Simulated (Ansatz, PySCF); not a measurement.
Process, species as SMILES: CC[SiH3] [ethylsilane] -> [CH2]C[SiH3] + H atom (the C-H bond at the site shown breaks; other sites are not compared here)
Geometries: B3LYP-D3(BJ)/def2-TZVP minima from Ansatz (an electronic-structure program), one conformer each, not searched for the lowest.

Property: bond dissociation energy (enthalpy at 298 K, with B3LYP-D3(BJ) rigid-rotor harmonic-oscillator terms from PySCF), in kJ/mol. Correlated levels leave the core frozen unless marked. UHF or UKS for open shells. Spin-orbit coupling is left out. Non-relativistic. CBS(X,Y): correlation extrapolated as X^-3; Hartree-Fock from the larger set.

Level to compare with: CCSD(T)/CBS(aug-cc-pV(T+d)Z,aug-cc-pV(Q+d)Z) (Ansatz), 413.8 kJ/mol. It is a level with limits of its own, and the differences hold the functionals' basis error too.

Question: Rank these functionals by how close they come to CCSD(T)/CBS(aug-cc-pV(T+d)Z,aug-cc-pV(Q+d)Z), closest first: B3LYP/def2-TZVPD (Ansatz); wB97X-V/def2-TZVPD (Ansatz); PBE/def2-TZVPD (Ansatz).

Answer: wB97X-V/def2-TZVPD (range-separated hybrid with VV10, 410.4 kJ/mol, difference -3.4), B3LYP/def2-TZVPD (global hybrid, 401.1 kJ/mol, difference -12.7), PBE/def2-TZVPD (GGA, 393.6 kJ/mol, difference -20.2)
